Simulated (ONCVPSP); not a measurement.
# promethium (Pm): ONCV pseudisation with LDA (Perdew-Wang 92), fully relativistic reference atom.

Input for ONCVPSP 4.0.1:

```
# ATOM AND REFERENCE CONFIGURATION
# atsym  z   nc   nv     iexc    psfile
  Pm 61.00    9    4  -001012      upf
#
#   n    l    f
    1    0    2.00
    2    0    2.00
    2    1    6.00
    3    0    2.00
    3    1    6.00
    3    2   10.00
    4    0    2.00
    4    1    6.00
    4    2   10.00
    4    3    5.00
    5    0    2.00
    5    1    6.00
    6    0    0.50
#
# PSEUDOPOTENTIAL AND OPTIMIZATION
# lmax
    3
#
#   l,   rc,      ep,       ncon, nbas, qcut
    0    2.20    0.00    4    7    4.60
    1    1.65    0.00    4    8    4.40
    2    1.85    0.29    4    8    6.10
    3    1.65    0.00    4    9   10.60
#
# LOCAL POTENTIAL
# lloc, lpopt,  rc(5),   dvloc0
    4    5    1.40    0.00
#
# VANDERBILT-KLEINMAN-BYLANDER PROJECTORs
# l, nproj, debl
    0    2    2.20
    1    1    2.10
    2    2    1.20
    3    2    0.80
#
# MODEL CORE CHARGE
# icmod, fcfact, rcfact
    1    0.65    0.00
#
# LOG DERIVATIVE ANALYSIS
# epsh1, epsh2, depsh
   -3.00    5.00    0.02
#
# OUTPUT GRID
# rlmax, drl
    6.00    0.01
#
# TEST CONFIGURATIONS
# ncnf
    4
# nvcnf
#   n    l    f
    4
    4    3    5.00
    5    0    2.00
    5    1    6.00
    6    0    2.00
#
    4
    4    3    5.00
    5    0    2.00
    5    1    6.00
    6    0    1.00
#
    4
    4    3    5.00
    5    0    2.00
    5    1    6.00
    6    0    0.00
#
    5
    4    3    5.00
    5    0    2.00
    5    1    6.00
    6    0    0.00
    5    2    1.00
#
```

Command:

```bash
oncvpspr.x < Pm.dat > Pm.out
```

Resulting log (shortened: citation, most of the input echo, consistency checks and plot data are left out):

```
ONCVPSP  (Optimized Norm-Conservinng Vanderbilt PSeudopotential)
relativistic version 4.0.1

#   n    l    f        energy (Ha)
    1    0    2.00    -1.6517540D+03
    2    0    2.00    -2.6876327D+02
    2    1    6.00    -2.3406468D+02    -2.5462839D+02
    3    0    2.00    -5.8859465D+01
    3    1    6.00    -4.8655432D+01    -5.2788452D+01
    3    2   10.00    -3.7172173D+01    -3.8068811D+01
    4    0    2.00    -1.1964258D+01
    4    1    6.00    -8.7478527D+00    -9.6554685D+00
    4    2   10.00    -4.7838497D+00    -4.9450631D+00
    4    3    5.00    -4.2751345D-01    -4.4497509D-01
    5    0    2.00    -1.8937174D+00
    5    1    6.00    -1.1504365D+00    -1.2732416D+00
    6    0    0.50    -4.1000683D-01

Reference configufation results
  iterations    29
  all-electron total energy (Ha)   -1.00196618D+04

Begin loop to  construct optimized pseudo wave functions
and semi-local pseudopoentials for all angular momenta

Calculating optimized projector #   1

 for l=   0

    Fraction of norm inside rc  0.930540
    Optimizing pswf for qcut=   4.60 a_B^-1,  ecut=  10.57 Ha
    Residual kinetic energy error=  1.46D-04 Ha

    Energy error per electron        Cutoff
         Ha          eV             Ha
         0.01000     0.27211        6.33
         0.00100     0.02721        8.73
         0.00010     0.00272       12.60
         0.00001     0.00027       26.07

Calculating optimized projector #   2

 for l=   0

    Fraction of norm inside rc  0.075761
    Optimizing pswf for qcut=   4.60 a_B^-1,  ecut=  10.57 Ha
    Residual kinetic energy error=  1.49D-04 Ha

    Energy error per electron        Cutoff
         Ha          eV             Ha
         0.01000     0.27211        4.88
         0.00100     0.02721        8.50
         0.00010     0.00272       11.66
         0.00001     0.00027       28.36

Calculating optimized projector #   1

 for l=   1

    Fraction of norm inside rc  0.502245
    Optimizing pswf for qcut=   4.40 a_B^-1,  ecut=   9.70 Ha
    Residual kinetic energy error=  7.60D-03 Ha

    Energy error per electron        Cutoff
         Ha          eV             Ha
         0.01000     0.27211        8.74
         0.00100     0.02721       44.59
         0.00010     0.00272       73.45
         0.00001     0.00027       92.35

Calculating optimized projector #   1

 for l=   1

    Fraction of norm inside rc  0.568698
    Optimizing pswf for qcut=   4.40 a_B^-1,  ecut=   9.70 Ha
    Residual kinetic energy error=  7.56D-03 Ha

    Energy error per electron        Cutoff
         Ha          eV             Ha
         0.01000     0.27211        8.34
         0.00100     0.02721       56.18
         0.00010     0.00272       74.49
         0.00001     0.00027       97.26

WARNING wellstate: moderately localized bound state found for n= 5 l=  2
WARNING scattering state with energy  0.05000000
WARNING will be used for the first projector

   Wellstate for l =  2  n =  6 kap= -3
     eigenvalue =   0.0500
     asymptotic potential =   0.5500
     half-point radius =  6.6781

   Wellstate for l =  2  n =  7 kap= -3
     eigenvalue =   1.2500
     asymptotic potential =   1.7500
     half-point radius =  4.5972

Calculating optimized projector #   1

 for l=   2

    Fraction of norm inside rc  0.106070
    Optimizing pswf for qcut=   6.10 a_B^-1,  ecut=  18.61 Ha
    Residual kinetic energy error=  1.41D-06 Ha

    Energy error per electron        Cutoff
         Ha          eV             Ha
         0.01000     0.27211        4.69
         0.00100     0.02721        6.63
         0.00010     0.00272        9.15
         0.00001     0.00027       15.78

Calculating optimized projector #   2

 for l=   2

    Fraction of norm inside rc  0.102020
    Optimizing pswf for qcut=   6.10 a_B^-1,  ecut=  18.61 Ha
    Residual kinetic energy error=  9.22D-05 Ha

    Energy error per electron        Cutoff
         Ha          eV             Ha
         0.01000     0.27211        5.96
         0.00100     0.02721        7.91
         0.00010     0.00272       13.93
         0.00001     0.00027       82.99

   Wellstate for l =  2  n =  5 kap=  2
     eigenvalue =   0.2900

   Wellstate for l =  2  n =  7 kap=  2
     eigenvalue =   0.8193

Calculating optimized projector #   1

 for l=   2

    Fraction of norm inside rc  0.259595
    Optimizing pswf for qcut=   6.10 a_B^-1,  ecut=  18.61 Ha
    Residual kinetic energy error=  8.10D-07 Ha

    Energy error per electron        Cutoff
         Ha          eV             Ha
         0.01000     0.27211        5.19
         0.00100     0.02721        7.14
         0.00010     0.00272        9.13
         0.00001     0.00027       15.21

Calculating optimized projector #   2

 for l=   2

    Fraction of norm inside rc  0.102152
    Optimizing pswf for qcut=   6.10 a_B^-1,  ecut=  18.61 Ha
    Residual kinetic energy error=  1.76D-04 Ha

    Energy error per electron        Cutoff
         Ha          eV             Ha
         0.01000     0.27211        6.20
         0.00100     0.02721        8.55
         0.00010     0.00272       35.11
         0.00001     0.00027       86.30

   Wellstate for l =  3  n =  5 kap= -4
     eigenvalue =   0.3725
     asymptotic potential =   0.8725
     half-point radius =  3.9753

Calculating optimized projector #   1

 for l=   3

    Fraction of norm inside rc  0.859869
    Optimizing pswf for qcut=  10.61 a_B^-1,  ecut=  56.25 Ha
    Residual kinetic energy error=  7.12D-06 Ha

    Energy error per electron        Cutoff
         Ha          eV             Ha
         0.01000     0.27211       41.07
         0.00100     0.02721       46.92
         0.00010     0.00272       51.42
         0.00001     0.00027       55.62

Calculating optimized projector #   2

 for l=   3

    Fraction of norm inside rc  0.074952
    Optimizing pswf for qcut=  10.61 a_B^-1,  ecut=  56.25 Ha
    Residual kinetic energy error=  5.69D-06 Ha

    Energy error per electron        Cutoff
         Ha          eV             Ha
         0.01000     0.27211       37.70
         0.00100     0.02721       45.25
         0.00010     0.00272       50.70
         0.00001     0.00027       55.05

   Wellstate for l =  3  n =  5 kap=  3
     eigenvalue =   0.3550

Calculating optimized projector #   1

 for l=   3

    Fraction of norm inside rc  0.867084
    Optimizing pswf for qcut=  10.61 a_B^-1,  ecut=  56.25 Ha
    Residual kinetic energy error=  7.10D-06 Ha

    Energy error per electron        Cutoff
         Ha          eV             Ha
         0.01000     0.27211       41.16
         0.00100     0.02721       46.99
         0.00010     0.00272       51.48
         0.00001     0.00027       55.86

Calculating optimized projector #   2

 for l=   3

    Fraction of norm inside rc  0.072907
    Optimizing pswf for qcut=  10.61 a_B^-1,  ecut=  56.25 Ha
    Residual kinetic energy error=  5.87D-06 Ha

    Energy error per electron        Cutoff
         Ha          eV             Ha
         0.01000     0.27211       37.72
         0.00100     0.02721       45.27
         0.00010     0.00272       50.73
         0.00001     0.00027       55.10

Construct Vanderbilt / Kleinmman-Bylander projectors

B matrix Hermiticity error, ll=  0  kap= -1
   1   2    1.3009D-04

  Orthonormal projector coefficients  8.6628E+00  1.2958E+00

B matrix Hermiticity error, ll=  2  kap= -3
   1   2    4.9050D-05

  Orthonormal projector coefficients  4.0971E+00  7.1567E-01

B matrix Hermiticity error, ll=  2  kap=  2
   1   2   -9.6387D-05

  Orthonormal projector coefficients  3.9606E+00  6.6461E-01

B matrix Hermiticity error, ll=  3  kap= -4
   1   2    1.2113D-04

  Orthonormal projector coefficients -1.0908E+01 -3.6594E+00

B matrix Hermiticity error, ll=  3  kap=  3
   1   2    1.2318D-04

  Orthonormal projector coefficients -1.0956E+01 -3.6902E+00

 Orthonormal scalar projector coefficients, l =  1
  4.7726E+00  4.4771E-03

 Orthonormal spin-orbit projector coefficients, l =  1
  2.3485E-01 -1.8196E-01

 Orthonormal scalar projector coefficients, l =  2
  4.0420E+00  6.9520E-01  3.8192E-04  1.1567E-04

 Orthonormal spin-orbit projector coefficients, l =  2
  7.1622E-02  2.2166E-02 -1.6705E-02 -2.0803E-03

 Orthonormal scalar projector coefficients, l =  3
 -1.0928E+01 -3.6726E+00 -1.7704E-07 -1.6929E-07

 Orthonormal spin-orbit projector coefficients, l =  3
  1.3905E-02  8.6629E-03 -4.5575E-05 -2.4347E-05

Model core correction analysis
  based on d2Exc/dn_idn_j

d2excae - all-electron derivatives

   -1.547277D-02   -1.039391D-02   -7.877680D-03   -9.605113D-04
   -1.039383D-02   -1.799137D-02   -1.536447D-02   -1.260065D-03
   -7.877620D-03   -1.536450D-02   -1.438130D-02   -1.015947D-03
   -9.605151D-04   -1.260081D-03   -1.015960D-03   -1.465178D-04

d2excps - pseudofunction derivatives with no core correction

   -4.277090D-02   -2.563201D-02   -1.624430D-02   -2.642464D-03
   -2.563283D-02   -2.535388D-02   -2.077713D-02   -2.003823D-03
   -1.624466D-02   -2.077711D-02   -2.032124D-02   -1.394133D-03
   -2.642646D-03   -2.003933D-03   -1.394173D-03   -2.467395D-04

rms 2nd derivative error    9.697828E-03

Polynomial model core charge

d2excps - pseudofunction derivatives with core correction

   -2.232301D-02   -1.591169D-02   -1.180025D-02   -1.442181D-03
   -1.591163D-02   -1.898905D-02   -1.783332D-02   -1.257659D-03
   -1.180012D-02   -1.783320D-02   -1.847294D-02   -1.101050D-03
   -1.442198D-03   -1.257680D-03   -1.101083D-03   -1.527722D-04

rms 2nd derivative error    3.249956E-03

Pseudoatom total energy  -67.194535

Diagnostic tests using Vanderbilt-Kleinman-Bylander pseudopotentials
  relativistic with J = L +/- 1/2 projectors

   l  kap   rcore       rmatch      e in        delta e    norm test   slope test

   0  -1   2.2050573   2.2720076  -1.8937174   0.0000002   1.0001074   1.0001045
   0  -1   2.2050573   2.2720076  -0.4100068   0.0000021   1.0000316   1.0000283

   1  -2   1.6546906   1.7049306  -1.1504365  -0.0000109   0.9999987   1.0000360
   1   1   1.6546906   1.7049306  -1.2732416   0.0000002   1.0000005   1.0000008

   2  -3   1.8538664   1.9101538   0.0500000   0.0000084   1.0001459   1.0001459
   2   2   1.8538664   1.9101538  -0.3807395   0.0000104   1.0001222   1.0001222
   2  -3   1.8538664   1.9101538   1.2500000   0.0000060   1.0002499   1.0002499
   2   2   1.8538664   1.9101538   1.2433733   0.0000058   1.0002535   1.0002535

   3  -4   1.6546906   1.7049306  -0.4275135  -0.0000027   1.0002069   1.0002288
   3   3   1.6546906   1.7049306  -0.4449751   0.0000055   1.0002312   1.0001870
   3  -4   1.6546906   1.7049306   0.3724866   0.0000080   1.0003383   1.0003383
   3   3   1.6546906   1.7049306   0.3700577   0.0000117   1.0003339   1.0003339

Diagnostic tests using Vanderbilt-Kleinman-Bylander pseudopotentials
  relativistic with scalar and spin-orbit non-local projectors

   l  kap   rcore       rmatch      e in        delta e    norm test   slope test

   0  -1   2.2050573   2.2720076  -1.8937174   0.0000002   1.0001074   1.0001045
   0  -1   2.2050573   2.2720076  -0.4100068   0.0000021   1.0000316   1.0000283

   1  -2   1.6546906   1.7049306  -1.1504365  -0.0008168   0.9998903   0.9972554
   1   1   1.6546906   1.7049306  -1.2732416  -0.0008771   0.9999409   0.9980868

   2  -3   1.8538664   1.9101538   0.0500000  -0.0000334   1.0001502   1.0001502
   2   2   1.8538664   1.9101538  -0.3807395  -0.0000275   1.0001264   1.0001264
   2  -3   1.8538664   1.9101538   1.2500000  -0.0000430   1.0002506   1.0002506
   2   2   1.8538664   1.9101538   1.2433733  -0.0000417   1.0002535   1.0002535

   3  -4   1.6546906   1.7049306  -0.4275135  -0.0000026   1.0002069   1.0002289
   3   3   1.6546906   1.7049306  -0.4449751   0.0000056   1.0002312   1.0001870
   3  -4   1.6546906   1.7049306   0.3724866   0.0000080   1.0003383   1.0003383
   3   3   1.6546906   1.7049306   0.3700577   0.0000117   1.0003339   1.0003339

Ghost test for J = L + 1/2

 Testing for bound ghosts
   n   l    E NL Schr. Eq   E Basis Diag.   E Cutoff

   1   0       -1.893717       -1.893716     39.11
   2   0       -0.410005       -0.391188     39.11

   2   1       -1.150447       -1.149498     81.01

   3   2       -0.384852       -0.368355     99.74

   4   3       -0.427516       -0.426464    180.41

 Testing for highly-localized positive-energy ghosts
       l    <radius>/rc     E Basis Diag.   E Cutoff

       0        0.432082        0.926022     39.11  WARNING - GHOST(+)

Ghost test for J = L - 1/2

 Testing for bound ghosts
   n   l    E NL Schr. Eq   E Basis Diag.   E Cutoff

   1   0       -1.893717       -1.893716     39.11
   2   0       -0.410005       -0.391188     39.11

   2   1       -1.273241       -1.272714     81.01

   3   2       -0.393761       -0.378677     99.74

   4   3       -0.444970       -0.444057    180.41

 Testing for highly-localized positive-energy ghosts
       l    <radius>/rc     E Basis Diag.   E Cutoff

       0        0.432082        0.926022     39.11  WARNING - GHOST(+)

Test configuration 0

   n   l kap    f        eae           eps        diff
   1   0  -1  2.0000-1651.75397279
   2   0  -1  2.0000 -268.76326880
   2   1  -2  4.0000 -234.06467672
   2   1   1  2.0000 -254.62838680
   3   0  -1  2.0000  -58.85946511
   3   1  -2  4.0000  -48.65543155
   3   1   1  2.0000  -52.78845162
   3   2  -3  6.0000  -37.17217331
   3   2   2  4.0000  -38.06881145
   4   0  -1  2.0000  -11.96425759
   4   1  -2  4.0000   -8.74785267
   4   1   1  2.0000   -9.65546854
   4   2  -3  6.0000   -4.78384969
   4   2   2  4.0000   -4.94506308
   4   3  -4  2.8571   -0.42751345   -0.42751611   -2.65E-06
   4   3   3  2.1429   -0.44497509   -0.44496958    5.51E-06
   5   0  -1  2.0000   -1.89371736   -1.89371718    1.81E-07
   5   1  -2  4.0000   -1.15043653   -1.15044748   -1.09E-05
   5   1   1  2.0000   -1.27324157   -1.27324136    2.13E-07
   6   0  -1  0.5000   -0.41000683   -0.41000473    2.11E-06

    Total energies and differences
      AE_ref= -1.00196618E+04  AE_tst= -1.00196618E+04  dif=  0.00E+00
      PS_ref= -6.71945354E+01  PS_tst= -6.71945354E+01  dif=  2.76E-11
      PSP excitation error= -2.76E-11

Test configuration 1

   n   l kap    f        eae           eps        diff
   1   0  -1  2.0000-1651.40241583
   2   0  -1  2.0000 -268.41376566
   2   1  -2  4.0000 -233.71498346
   2   1   1  2.0000 -254.27854254
   3   0  -1  2.0000  -58.51237114
   3   1  -2  4.0000  -48.30831617
   3   1   1  2.0000  -52.44123807
   3   2  -3  6.0000  -36.82482358
   3   2   2  4.0000  -37.72142121
   4   0  -1  2.0000  -11.61631660
   4   1  -2  4.0000   -8.39951708
   4   1   1  2.0000   -9.30737355
   4   2  -3  6.0000   -4.43503021
   4   2   2  4.0000   -4.59632733
   4   3  -4  2.8571   -0.07858791   -0.07745700    1.13E-03
   4   3   3  2.1429   -0.09591117   -0.09473059    1.18E-03
   5   0  -1  2.0000   -1.54087386   -1.54142911   -5.55E-04
   5   1  -2  4.0000   -0.79965431   -0.80005421   -4.00E-04
   5   1   1  2.0000   -0.92155995   -0.92197287   -4.13E-04
   6   0  -1  2.0000   -0.13516144   -0.13522055   -5.91E-05

    Total energies and differences
      AE_ref= -1.00196618E+04  AE_tst= -1.00200663E+04  dif= -4.05E-01
      PS_ref= -6.71945354E+01  PS_tst= -6.75987906E+01  dif= -4.04E-01
      PSP excitation error= -2.91E-04

Test configuration 2

   n   l kap    f        eae           eps        diff
   1   0  -1  2.0000-1651.62692193
   2   0  -1  2.0000 -268.63708598
   2   1  -2  4.0000 -233.93842030
   2   1   1  2.0000 -254.50206872
   3   0  -1  2.0000  -58.73425472
   3   1  -2  4.0000  -48.53021350
   3   1   1  2.0000  -52.66319342
   3   2  -3  6.0000  -37.04686108
   3   2   2  4.0000  -37.94348283
   4   0  -1  2.0000  -11.83874489
   4   1  -2  4.0000   -8.62219152
   4   1   1  2.0000   -9.52989799
   4   2  -3  6.0000   -4.65801017
   4   2   2  4.0000   -4.81925464
   4   3  -4  2.8571   -0.30177304   -0.30128441    4.89E-04
   4   3   3  2.1429   -0.31917922   -0.31866611    5.13E-04
   5   0  -1  2.0000   -1.76657031   -1.76674183   -1.72E-04
   5   1  -2  4.0000   -1.02436470   -1.02451785   -1.53E-04
   5   1   1  2.0000   -1.14672108   -1.14686772   -1.47E-04
   6   0  -1  1.0000   -0.31465876   -0.31468321   -2.44E-05

    Total energies and differences
      AE_ref= -1.00196618E+04  AE_tst= -1.00198429E+04  dif= -1.81E-01
      PS_ref= -6.71945354E+01  PS_tst= -6.73756672E+01  dif= -1.81E-01
      PSP excitation error= -1.23E-05

Test configuration 3

   n   l kap    f        eae           eps        diff
   1   0  -1  2.0000-1651.88883848
   2   0  -1  2.0000 -268.89706090
   2   1  -2  4.0000 -234.19855699
   2   1   1  2.0000 -254.76234258
   3   0  -1  2.0000  -58.99206153
   3   1  -2  4.0000  -48.78803698
   3   1   1  2.0000  -52.92110646
   3   2  -3  6.0000  -37.30489496
   3   2   2  4.0000  -38.20155325
   4   0  -1  2.0000  -12.09722697
   4   1  -2  4.0000   -8.88100399
   4   1   1  2.0000   -9.78850868
   4   2  -3  6.0000   -4.91721974
   4   2   2  4.0000   -5.07839498
   4   3  -4  2.8571   -0.56068681   -0.56135636   -6.70E-04
   4   3   3  2.1429   -0.57821710   -0.57889859   -6.81E-04
   5   0  -1  2.0000   -2.02862286   -2.02844846    1.74E-04
   5   1  -2  4.0000   -1.28376987   -1.28362354    1.46E-04
   5   1   1  2.0000   -1.40722274   -1.40706345    1.59E-04
   6   0  -1  0.0000   -0.49965053   -0.49965053    0.00E+00

    Total energies and differences
      AE_ref= -1.00196618E+04  AE_tst= -1.00194336E+04  dif=  2.28E-01
      PS_ref= -6.71945354E+01  PS_tst= -6.69663241E+01  dif=  2.28E-01
      PSP excitation error=  1.57E-05

Test configuration 4

   n   l kap    f        eae           eps        diff
   1   0  -1  2.0000-1651.56570966
   2   0  -1  2.0000 -268.57327357
   2   1  -2  4.0000 -233.87463341
   2   1   1  2.0000 -254.43835865
   3   0  -1  2.0000  -58.67260808
   3   1  -2  4.0000  -48.46855241
   3   1   1  2.0000  -52.60146230
   3   2  -3  6.0000  -36.98475795
   3   2   2  4.0000  -37.88133865
   4   0  -1  2.0000  -11.77620353
   4   1  -2  4.0000   -8.55922025
   4   1   1  2.0000   -9.46717922
   4   2  -3  6.0000   -4.59434179
   4   2   2  4.0000   -4.75568677
   4   3  -4  2.8571   -0.23802259   -0.23842458   -4.02E-04
   4   3   3  2.1429   -0.25532388   -0.25571975   -3.96E-04
   5   0  -1  2.0000   -1.69949288   -1.70113179   -1.64E-03
   5   1  -2  4.0000   -0.96151241   -0.96152716   -1.47E-05
   5   1   1  2.0000   -1.08233148   -1.08254445   -2.13E-04
   6   0  -1  0.0000   -0.28329656   -0.49965053   -2.16E-01
   5   2  -3  0.6000   -0.22808025   -0.22792055    1.60E-04
   5   2   2  0.4000   -0.23533479   -0.23510919    2.26E-04

    Total energies and differences
      AE_ref= -1.00196618E+04  AE_tst= -1.00197967E+04  dif= -1.35E-01
      PS_ref= -6.71945354E+01  PS_tst= -6.73291714E+01  dif= -1.35E-01
      PSP excitation error= -2.43E-04
```

The run took about 7.5 s on one core of a shared server CPU.
